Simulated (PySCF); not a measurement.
C4H9KO, SMILES CC(C)(C)[O][K].

Coordinates come from a r2SCAN-D4/def2-SVP optimisation. The isomer is the one that the SMILES or the coordinates give; other isomers of the formula were not compared.

Computed with r2SCAN-D4/def2-SVP (PySCF 2.14.0).

Frequencies are harmonic and unscaled.

Modes within 1.5 cm⁻¹ of each other (mostly degenerate sets) share a row, with their intensities summed.

```csv
mode,ν (cm⁻¹),IR (km/mol),moving atoms (share of kinetic energy)
1–2,77,35.8,"O 36 %, C 31 %, H 17 %, K 15 %"
3,236,0.0,H 100 %
4,265,24.4,"K 57 %, C 29 %, H 14 %"
5–6,294,0.0,H 95 %
7–8,341,6.2,"C 45 %, H 39 %, O 16 %"
9,463,24.8,"C 37 %, H 36 %, O 19 %"
10–11,484,20.4,"C 40 %, O 31 %, H 29 %"
12,752,0.2,"C 66 %, H 26 %"
13–14,864,4.3,"H 56 %, C 44 %"
15,913,0.0,"H 82 %, C 18 %"
16–17,1014,0.0,"H 68 %, C 31 %"
18,1037,71.3,"O 42 %, H 39 %, C 19 %"
19–20,1216,31.4,"C 66 %, H 33 %"
21,1249,290.6,"C 67 %, H 16 %, O 16 %"
22–23,1336,29.1,"H 73 %, C 27 %"
24,1361,2.0,"H 78 %, C 22 %"
25,1431,0.0,H 96 %
26–27,1443,0.3,H 96 %
28–29,1457,4.6,H 94 %
30,1474,0.4,H 95 %
31–32,2994,125.7,H 97 %
33,3005,37.5,H 97 %
34–35,3091,7.7,"H 91 %, C 9 %"
36–37,3101,147.4,"H 90 %, C 10 %"
38–39,3107,143.5,"H 91 %, C 9 %"
```
